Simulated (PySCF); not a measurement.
Identify the compound

The spectra below were simulated for a compound C$_{7}$H$_{11}$ClSi$_{2}$.

$^{1}$H NMR (400 MHz, computed): δ 7.46 (m, 1H), 7.31 (m, 1H), 7.17 (d, 1H), 6.07 (br s, 1H), 5.79 (br s, 1H), 4.96 (m, 1H), 4.66 (m, 1H), 4.62 (m, 1H), 1.90 (s, 3H).

$^{13}$C{$^{1}$H} NMR (computed): δ 157.7 (C), 157.0 (CH), 152.6 (CH), 152.5 (C), 147.1 (CH), 135.5 (CH2), 24.6 (CH3).

All values are calculated (PySCF 2.14): geometry from GFN2-xTB, GIAO PBE0/pcSseg-1 shieldings. No solvent model, one conformer, averaged over atoms made equivalent by symmetry, fast rotation or ring inversion, non-relativistic Hamiltonian.

Shifts are taken against calculated references (same method and geometry level): $^{1}$H (31.72 ppm) and $^{13}$C (186.93 ppm) against TMS.

Task: Choose the structure that fits.
A. C#C[SiH2][C@@]1(Cl)[C@@H]2C[SiH2][C@H]1C2
B. C=CC1=C[SiH2]C/C(=C/Cl)[SiH2]1
C. C=C(C)[Si@H]1C=C[SiH2]C(Cl)=C1

Result: C. 

1. Rings plus π bonds: 4 (1 ring in the answer).
2. 7 carbon signals for 7 carbons: no two carbons are equivalent.
3. Carbon types of the structure: 2 × C, 3 × CH, 1 × CH2, 1 × CH3, leaving 3 H on heteroatoms.
4. δC 157.7, 152.5: fully substituted alkene carbon; the olefinic region.
5. δC 157.0, 152.6, 147.1: alkene CH; the olefinic region.
6. δC 135.5: terminal =CH2 carbon; the olefinic region.
7. δC 24.6: allylic methyl carbon; aliphatic region, no heteroatom directly attached.
8. δH 6.07, 5.79: hydrogen on a terminal =CH2 carbon; olefinic region.

The others: C#C[SiH2][C@@]1(Cl)[C@@H]2C[SiH2][C@H]1C2 would give 11 signals for carbon-bound and other non-exchanging H, not 9; C=CC1=C[SiH2]C/C(=C/Cl)[SiH2]1 would give 8 signals for carbon-bound and other non-exchanging H, not 9.

Carbons that carry Cl, above all several Cl atoms, come out too deshielded, partly because spin–orbit coupling is missing. Shifts are as computed. Against solution values, carbons near 30 ppm lie about +3 ppm off and those near 130 ppm about +5 ppm; carbons on Cl a further +6 ppm. Of 1211 compounds with measured shifts, 218 miss one by over three times the rms of a fit or turn the order of signals round; such compounds aren't used in these exercises. No couplings were computed; multiplicities are counted from neighbouring protons, with m where these are inequivalent, close in shift, in a saturated or five-membered ring or joined by F or P, and br s for small geminal =CH2 splittings.
